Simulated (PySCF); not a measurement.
# How methods differ on the electron affinity of V

V⁻ [Ar] 3d4 4s2 (5D) → V [Ar] 3d3 4s2 (4F), as a difference of total energies. Computed with PySCF 2.14 in aug-cc-pVDZ-DK, with the spin-free X2C one-electron Hamiltonian (Gaussian nucleus). Correlated levels: valence: [Ar] frozen. The calculations carry no spin-orbit coupling.

| method | electron affinity (eV) | difference from reference (eV) |
| --- | --- | --- |
| UHF | -0.619 | -1.147 |
| MP2 (valence) | -0.176 | -0.704 |
| SCS-MP2 (valence) | -0.824 | -1.352 |
| CCSD (valence) | 0.080 | -0.448 |
| CCSD(T) (valence) | 0.185 | -0.343 |

Reference: 0.528 eV (measured; photodetachment measurements, as compiled on the Wikipedia data page of electron affinities).

The reference lies between the lowest fine-structure levels, while these numbers refer to the centres of the terms.

Errors of the correlated levels include the incompleteness of this basis and the frozen core.

A negative affinity means that the anion lies above the atom at that level of theory.

The coupled-cluster amplitudes are large for V⁻ (T1 above 0.03 or a double amplitude above 0.15), so a single reference is strained.
